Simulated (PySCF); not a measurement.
**[AuCl4]-: computed shieldings and shifts**

[AuCl4]-, point group D4h.

Bonds: Au1-Cl2 2.320 Å, Au1-Cl3 2.320 Å, Au1-Cl4 2.320 Å, Au1-Cl5 2.320 Å.

Total charge -1.

GIAO calculations in PySCF on the PBE0-D3(BJ)/def2-SVP structure: isolated species, scalar relativity only through the core potential, equivalent atoms averaged; basis pcSseg-1 (def2-TZVP on Au).

Task: Give the isotropic shieldings (ppm) with KT2, PBE0.

Result: 
```tsv
atoms	environment	KT2	PBE0
Cl2/Cl3/Cl4/Cl5	chlorine bonded to Au	665	784
HOMO–LUMO gap (eV)	–	1.85	3.91
```

Task: And the chemical shifts, against references computed in the same way?

Result: 
```json
{"atoms": "Cl2/Cl3/Cl4/Cl5", "nucleus, reference": "35Cl, HCl", "KT2": "278", "PBE0": "159"}
```

Task: Which part of the shielding of Cl2/Cl3/Cl4/Cl5 depends on the functional?

Result: Diamagnetic: KT2 1149, PBE0 1147 ppm; paramagnetic: KT2 -484, PBE0 -363 ppm. The diamagnetic part, set mainly by inner electrons, hardly moves; the paramagnetic part goes with low-lying magnetically allowed excitations and carries the spread.

Au is described by an effective core potential, so it has no shielding of its own here; spin–orbit effects on the atoms bonded to it, which can be large, are absent, and the values of these neighbours are rough.
